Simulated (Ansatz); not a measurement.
A nudged elastic band was laid between two geometries of C3H6OSi (11 atoms, charge 0, multiplicity 1).

The calculation used UKS PBE-D4/6-31G* in Ansatz 0.2.0.

- movable images: 7
- climbing image: yes
- spring: 0.1 eV/Å²
- optimiser: quadratic models (default)
- start path: through a guess of the saddle point
- force threshold: 0.05 eV/Å
- iteration limit: 60
- end points: relaxed

First end point:

```xyz
11
Properties=species:S:1:pos:R:3
C 0.158 -1.890 1.707
O 1.019 -1.473 0.611
C 0.586 -0.435 -0.049
C 0.209 0.543 -0.695
Si -0.324 1.981 -1.658
H 0.055 -1.071 2.438
H 0.661 -2.753 2.162
H -0.833 -2.179 1.319
H -1.619 2.510 -1.113
H 0.691 3.086 -1.600
H -0.538 1.625 -3.101
```

Last end point:

```xyz
11
Properties=species:S:1:pos:R:3
C 0.134 -1.941 1.654
O 1.133 -1.249 0.853
C 0.659 -0.288 0.111
C 0.251 0.628 -0.603
Si -0.329 1.983 -1.656
H -0.352 -1.233 2.344
H 0.686 -2.707 2.214
H -0.617 -2.408 0.996
H -1.398 2.774 -0.960
H 0.803 2.912 -1.986
H -0.903 1.473 -2.947
```

Task: What changes between the two ends?

Result: No bond is made or broken.

Task: Give the energies along the band, and the barrier.

Result: The forces met the threshold. The highest image is number 4 of 0 to 8, 0.0 kcal/mol above the ends, which have the same energy within 2 meV. The top lies less than 8 meV above the higher end, about what the thresholds resolve: the motion is nearly free. Another band between the same ends (7 images) ends at a top of the same energy, where a vibrational analysis finds no clearly imaginary modes.

```tsv
image	path coordinate (Å)	energy (kcal/mol)
0	0.00	0.0
1	0.12	0.0
2	0.23	0.0
3	0.33	0.0
4	0.47	0.0
5	0.69	0.0
6	0.92	0.0
7	1.14	0.0
8	1.35	0.0
```

Task: What is the geometry of the highest image?

Result: 
```xyz
11
Properties=species:S:1:pos:R:3:forces:R:3
C 0.147 -1.905 1.694 0.00 0.00 -0.01
O 1.053 -1.423 0.661 -0.01 0.01 0.03
C 0.607 -0.397 -0.007 0.03 -0.01 -0.02
C 0.230 0.577 -0.659 -0.02 0.00 -0.02
Si -0.321 1.983 -1.658 0.00 0.00 0.02
H -0.080 -1.094 2.404 0.00 0.00 0.01
H 0.682 -2.721 2.198 0.00 0.00 -0.01
H -0.782 -2.277 1.232 0.00 0.00 0.01
H -1.614 2.523 -1.117 0.00 0.00 0.00
H 0.690 3.093 -1.639 0.00 0.00 0.00
H -0.546 1.585 -3.088 0.00 0.00 0.00
```

Time of the run: 5.2 min on 2 threads of Intel(R) Xeon(R) 6975P-C (Granite Rapids), with other jobs on the host, peak memory 0.2 GiB.
